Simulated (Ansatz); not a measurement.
One change: `[CH3][AlH][O]BN` becomes `[CH3][AlH][O][SiH2][SiH3]`.

Ansatz, PBE0-D4/def2-TZVP geometries, multiplicity 1. Each molecule was computed in one conformer, which needn't be the lowest.

```json
{"property": "size of the dipole moment (ωB97M-V/def2-TZVPP) / D", "`[CH3][AlH][O]BN`": "1.27"}
{"property": "HOMO energy (PBE0/def2-TZVPP) / eV", "`[CH3][AlH][O]BN`": "-7.54"}
{"property": "HOMO–LUMO gap (ωB97M-V/def2-TZVPP) / eV", "`[CH3][AlH][O]BN`": "10.87"}
{"property": "LUMO energy (PBE/def2-TZVPP) / eV", "`[CH3][AlH][O]BN`": "-1.27"}
{"property": "LUMO energy (PBE0/def2-TZVPP) / eV", "`[CH3][AlH][O]BN`": "-0.50"}
{"property": "LUMO energy (ωB97M-V/def2-TZVPP) / eV", "`[CH3][AlH][O]BN`": "1.03"}
```

Q: What does the change do to each property? (Estimate.)

A: Computed: 
| property | `[CH3][AlH][O][SiH2][SiH3]` | shift |
| --- | --- | --- |
| size of the dipole moment (ωB97M-V/def2-TZVPP) / D | 1.01 | -0.26 |
| HOMO energy (PBE0/def2-TZVPP) / eV | -7.60 | -0.06 |
| HOMO–LUMO gap (ωB97M-V/def2-TZVPP) / eV | 10.47 | -0.40 |
| LUMO energy (PBE/def2-TZVPP) / eV | -1.56 | -0.29 |
| LUMO energy (PBE0/def2-TZVPP) / eV | -0.77 | -0.27 |
| LUMO energy (ωB97M-V/def2-TZVPP) / eV | 0.77 | -0.26 |

With PBE0 the HOMO falls by 0.06 eV and the LUMO falls by 0.27 eV, so the gap narrows by about 0.21 eV. PBE moves the HOMO by -0.22 eV and ωB97M-V by 0.14 eV. Dipoles are sizes alone; their direction can turn.
